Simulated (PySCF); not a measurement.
C5H8Cl2F (doublet state).
Structure used (GFN2-xTB), in Å, numbered top down from 1:
```xyz
16
C5H8Cl2F angstrom
C     -1.3015   -0.8555    1.0356
C     -0.3776    0.1355    0.3190
C     -1.1081    0.7368   -0.8989
F     -2.1900    1.4641   -0.4782
C      0.9045   -0.4953   -0.1008
Cl     0.8099   -1.8366   -1.1495
C      2.1861    0.1451    0.0511
Cl     2.4313    1.4669   -1.2813
H     -1.5357   -1.6955    0.3868
H     -0.8234   -1.2316    1.9359
H     -2.2266   -0.3561    1.3105
H     -0.1432    0.9615    0.9976
H     -1.4860   -0.0487   -1.5599
H     -0.4556    1.4203   -1.4496
H      2.2750    0.7152    0.9716
H      3.0334   -0.5171   -0.1013
```

The hyperfine couplings belong to this conformer and change with its torsions.

The species is `[C@@H]([C](Cl)CCl)(C)CF` [radical].

Method: UKS B3LYP, pcH-1 on C Cl F H, non-relativistic, mean-field spin-orbit, GIAO (PySCF 2.14.0). Isolated species at its GFN2-xTB geometry (one conformer only). A GFN2-xTB geometry isn't a minimum of the functional, and hyperfine couplings can be far from their values at a DFT geometry. Stability of the SCF solution: not tested.

(1) The isotropic 13C couplings are +110.3, +46.9, +27.6, -23.2, +8.8 MHz. Assign them to C1; C2; C3; C5; C7.

(2) Match the computed a_iso(35Cl) values +41.4, +6.2 MHz with the sites Cl6; Cl8.

## Answers

(1) 
```
site  a_iso (MHz)  ρ(0) (bohr⁻³)                 position  distance from C5 (Å)  spin population  largest |T| (MHz)
  C1        +27.6        +0.0245          2 bonds from C5                  2.51            +0.02                6.2
  C2        -23.2        -0.0207           1 bond from C5                  1.49            -0.06                2.0
  C3        +46.9        +0.0417          2 bonds from C5                  2.49            +0.04                8.2
  C5       +110.3        +0.0976  largest spin population                  0.00            +0.80              144.2
  C7         +8.8        +0.0079           1 bond from C5                  1.44            -0.06                3.9
```

(2) 
```
site  a_iso (MHz)  ρ(0) (bohr⁻³)         position  distance from C5 (Å)  bound to  spin population there  largest |T| (MHz)
 Cl6         +6.2        +0.0140   1 bond from C5                  1.71        C5                  +0.80               48.1
 Cl8        +41.4        +0.0916  2 bonds from C5                  2.75        C7                  -0.06               60.2
```

ρ(0) is the spin density at the nucleus and T the dipolar tensor; a_iso includes a spin–orbit part; entries for several nuclei are means. Largest spin populations (Mulliken): C5 (+0.80), Cl8 (+0.15) and Cl6 (+0.09). The angles at C5 add up to 358.2°, so it is nearly planar.

Class means assume fast exchange of nuclei equivalent by connectivity; if that motion is slow, each nucleus keeps its own coupling. The three 1H nuclei of mean -0.2 MHz run from -2.6 to 4.4 MHz in the frozen geometry.

Time: 96 s (grids of density and orbitals included); peak memory 1.0 GiB. Hardware: Arm Neoverse V2, one thread (shared host).
